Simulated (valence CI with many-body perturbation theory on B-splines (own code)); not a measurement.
## Energy levels of Mg VII

Calculated by valence CI with perturbative core correlation (CI+MBPT): four valence electrons over a frozen Dirac-Fock core [He], a basis of 11 s, 11 p, 9 d, 7 f, 5 g, 2 h, 1 i functions for each j, with the one-electron correlation potential Σ1, the two-electron term Σ2, the three-electron term Σ3, Breit, model QED; selected CI, second order for the rest, scaled by the run's own slope (own B-spline code, finite nucleus).

Against 44 measured levels this calculation errs by 138 cm⁻¹ on average and by 327 at most. These come from a selection out of NIST levels in Kelleher and Podobedova, J. Phys. Chem. Ref. Data 37, 267 (2008). Levels without a partner in it may be off by more. Among the levels kept, up to 260 cm⁻¹ of a level comes from second order outside the variational space, and about a tenth of that is noise between levels of different J, which matters for small intervals.

Levels 46 to 71 of 71, with energies above the lowest level, 2s2.2p2 3P_0. "Leading %" is the weight of the configuration and term that name the level; weights of strongly mixed levels are sums over their largest components and can fall short. Lifetimes count E1, E2, E3, M1 and M2 decay at the calculated energies, and are blank where another channel may lead or the interval is too uncertain; long ones can be off by a factor of two.

```
No.  Configuration  Term  J  E (eV)  Leading %  Lifetime      g  Second component
 46      2s2.2p.3d   3P°  1  148.45         91   3.92 ps  1.469                  
 47      2s2.2p.3d   3P°  0  148.51         94   4.01 ps                         
 48      2s.2p2.3s    3P  0  150.13         91   15.8 ps         6 % 2s2.2p.3p 3P
 49      2s2.2p.3d   1F°  3  150.24         94   1.97 ps  1.000                  
 50      2s.2p2.3s    3P  1  150.25         91   15.8 ps  1.501  6 % 2s2.2p.3p 3P
 51      2s2.2p.3d   1P°  1  150.36         94   3.18 ps  0.999                  
 52      2s.2p2.3s    3P  2  150.45         91   15.7 ps  1.500  6 % 2s2.2p.3p 3P
 53      2s.2p2.3p   3S°  1  153.13         96   9.72 ps  2.002                  
 54      2s.2p2.3p   5D°  0  153.83         99   2.59 ns                         
 55      2s.2p2.3p   5D°  1  153.87         99   2.47 ns  1.503                  
 56      2s.2p2.3p   5D°  2  153.95         98   2.69 ns  1.502                  
 57      2s.2p2.3p   5D°  3  154.07         99   2.73 ns  1.501                  
 58      2s.2p2.3p   5D°  4  154.22         99   2.71 ns  1.501                  
 59      2s.2p2.3p   5P°  1  154.79         99   1.22 ns  2.498                  
 60      2s.2p2.3p   5P°  2  154.85         99   1.87 ns  1.832                  
 61      2s.2p2.3p   5P°  3  154.97         99   1.54 ns  1.666                  
 62      2s.2p2.3p   3D°  1  156.69         98   11.8 ps  0.501                  
 63      2s.2p2.3p   3D°  2  156.79         98   11.7 ps  1.168                  
 64      2s.2p2.3p   3D°  3  156.95         98   11.7 ps  1.334                  
 65      2s.2p2.3p   5S°  2  157.41         98    802 ps  2.001                  
 66      2s.2p2.3p   3P°  0  158.12         98   11.9 ps                         
 67      2s.2p2.3p   3P°  1  158.17         98   11.9 ps  1.499                  
 68      2s.2p2.3p   3P°  2  158.24         98   11.8 ps  1.500                  
 69      2s.2p2.3s    3D  3  159.35         96   12.6 ps  1.334                  
 70      2s.2p2.3s    3D  2  159.35         96   12.7 ps  1.167                  
 71      2s.2p2.3s    3D  1  159.35         96   12.7 ps  0.498
```
